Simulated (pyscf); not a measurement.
# O=Os(=O)(=O)(OH)–F, singlet

Gas-phase minimum from PySCF at ωB97X-D3(BJ)/def2-SVP, one conformer. 

SMILES: [O]=[Os](=[O])(=[O])([OH])[F]
```xyz
7

O      0.0395     1.0203     1.3413
Os     0.1790    -0.5891     0.8771
O      0.2417    -1.3771     2.3561
O      1.6697    -0.6034     0.1087
O     -1.4526    -0.2806    -0.0460
F     -0.2391    -2.2856     0.0232
H     -1.6874    -1.1181    -0.4840
```

Bond lengths (Å): O1–Os2 1.681, Os2–O3 1.677, Os2–O4 1.677, Os2–O5 1.900, Os2–F6 1.945, O5–H7 0.974. Bond angles (°): O1–Os2–O3 102.1, O1–Os2–O4 102.0, O1–Os2–O5 84.7, O1–Os2–F6 159.8, O3–Os2–O4 111.5, O3–Os2–O5 122.5, O3–Os2–F6 89.2, O4–Os2–O5 122.8, O4–Os2–F6 89.0, O5–Os2–F6 75.1, Os2–O5–H7 106.6.

Properties at ωB97X-D3(BJ)/def2-SVP:

| Item | Result |
|---|---|
| Harmonic wavenumbers, unscaled | 113, 275, 304, 340, 369, 416, 435, 586, 663, 709, 1035, 1045, 1070, 1078, 3773 cm⁻¹ |
| Zero-point energy | 17.5 kcal/mol |
| Rotational symmetry number | 1 |
| Entropy of this conformer at 298 K and 1 atm, rigid rotor and harmonic oscillator, modes under 100 cm⁻¹ raised to 100 | 340.6 J/(mol K) |
| Dipole moment | 0.73 D |

Single-point totals, which compare only within one level:

| level | total energy (hartree) |
|---|---|
| ωB97X-D3(BJ)/def2-TZVP | -492.25070 |
| PBE/def2-TZVP | -491.93471 |
| r²SCAN/def2-TZVP | -492.12671 |
| B3LYP-D3(BJ)/def2-TZVP | -492.25159 |
| PBE0-D3(BJ)/def2-TZVP | -491.79069 |
| M06-2X/def2-TZVP | -491.87169 |
| ωB97M-D3(BJ)/def2-TZVP | -492.21549 |

Soft torsions are taken as harmonic, which can shift the entropy by several J/(mol K). Elements past Kr carry the def2 core potentials, without spin-orbit coupling.
